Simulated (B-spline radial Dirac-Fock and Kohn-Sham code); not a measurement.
## Photoionisation of silicon ions at Cr Kα (5414.7 eV)

Model: a relativistic central-field model (Hartree-Slater potential of the initial state, Latter tail, multipole expansion of the photon field, Dirac-Fock thresholds). Program: a radial B-spline solver. Cross sections in kb; a dash marks an empty subshell or a threshold above the photon energy.

| ion | configuration | total | 2p1/2 | 2p3/2 | 3s | 3p1/2 | 3p3/2 |
| --- | --- | --- | --- | --- | --- | --- | --- |
| Si | [Ne] 3s2 3p2 | 9.227 | 0.0433 | 0.0838 | 0.0438 | 0.000855 | 0.00166 |
| Si⁺ | [Ne] 3s2 3p1 | 9.237 | 0.0434 | 0.0840 | 0.0489 | 0.000544 | 0.00106 |
| Si⁷⁺ | [He] 2s2 2p3 | 9.325 | 0.0283 | 0.0549 | – | – | – |
| Si⁹⁺ | [He] 2s2 2p1 | 9.414 | 0.0115 | 0.0224 | – | – | – |
| Si¹³⁺ | 1s1 | 4.559 | – | – | – | – | – |

Values without a named source are computed, but for edge energies of neutral atoms, which are taken from tables.
